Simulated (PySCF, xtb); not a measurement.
SnF3Br, SMILES [Br][Sn]([F])([F])[F].

GFN2-xTB (xtb) at its own geometry gives an orbital gap of 2.10 eV and a dipole moment of 0.87 D.

The structure is a stationary point at B3LYP-D3(BJ)/def2-SVP. The structure was generated by enumeration; whether it is a known compound was not checked. The def2 effective core potentials stand for the cores of Sn; spin–orbit coupling is left out.

Problem. What does PySCF with PBE/def2-TZVP give? (Estimate from the structure and the level; the computed values follow.)

Solution. gap 3.78 eV (levels -8.54 and -4.77 eV), dipole 2.12 D.
